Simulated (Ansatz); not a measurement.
# As2 (SMILES [As]#[As]): methods side by side

As2: 2 atoms, total charge 0, spin state singlet. SMILES: `[As]#[As]`. Geometry: optimised at wB97X-V/def2-SVP.

```xyz
2

As    0.0000    0.0000    0.0143
As    0.0000    0.0000    2.0796
```

Quantity: the electronic atomisation energy, in eV. The values are calculated. Electronic energies at fixed atoms, without zero-point motion or spin-orbit coupling.

```tsv
level	kind	program	value (eV)	less CCSD(T)/def2-TZVPP
HF/def2-TZVPP	Hartree–Fock	Ansatz	0.54	-3.08
PBE/def2-TZVPP	GGA	Ansatz	4.24	+0.62
r2SCAN/def2-TZVPP	meta-GGA	Ansatz	3.92	+0.30
PBE0-D4/def2-TZVPP	global hybrid	Ansatz	3.79	+0.17
wB97M-V/def2-TZVPP	range-separated hybrid	Ansatz	3.73	+0.11
B2PLYP/def2-TZVPP	double hybrid	Ansatz	4.01	+0.39
MP2/def2-TZVPP	perturbation theory	Ansatz	3.74	+0.12
CCSD(T)/def2-TZVPP	coupled cluster or CI	Ansatz	3.62	0.00
```

Differences are taken from CCSD(T)/def2-TZVPP for orientation; it has basis-set and higher-order errors of its own. All-electron rows without a relativistic Hamiltonian named are non-relativistic. The values span 0.54 to 4.24 eV. In the correlated wave-function rows the outer d shell of As is correlated, in sets not made for it.
